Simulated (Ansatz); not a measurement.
**Forces on a displaced structure**

LiSiH₂Se, doublet, displaced at random from its PBE0-D4/def2-TZVP minimum.

Li1  (-1.025, -1.117, 0.837)
Se2  (1.297, -0.838, 1.051)
Si3  (0.464, 0.267, -0.654)
H4  (-1.061, -0.057, -0.634)
H5  (0.449, 1.722, -0.650)
(Å)

Ansatz 0.2.0; basis: def2-TZVPP; cores frozen in the correlated methods; orbitals are unrestricted. Filled d shells of the heavier atoms are correlated. The outer core shell of Li, Na, Mg and K is correlated. The def2 sets are not built for correlating such inner shells, so the correlated values are less sure here.

CCSD(T) forces from the calculation:
| atom | Fx | Fy | Fz (eV/Å) |
| --- | --- | --- | --- |
| Li1 | -0.053 | -0.106 | 0.103 |
| Se2 | 0.138 | -0.076 | 0.237 |
| Si3 | -0.257 | -0.549 | -0.331 |
| H4 | 0.125 | 0.089 | -0.076 |
| H5 | 0.047 | 0.641 | 0.067 |

Root-mean-square difference of the force components from those of CCSD(T): PBE-D4 0.142; r2SCAN-D4 0.063; PBE0-D4 0.087; wB97M-V 0.069 eV/Å.

No T1 diagnostic of these runs exceeds 0.016. ⟨S²⟩ of the unrestricted Hartree–Fock references: 0.76 (a pure state has 0.75).

For scale, one of the runs: CCSD(T)/def2-TZVPP forces, 137 basis functions, launched by `ansatz run in.yaml --threads 2 --pin off --events-out ev --progress --plain --max-ram 4352MiB`. The run took 110 s on 2 CPU threads of an AMD EPYC 9R45 (shared host), with 2.9 GiB of host memory at its peak.
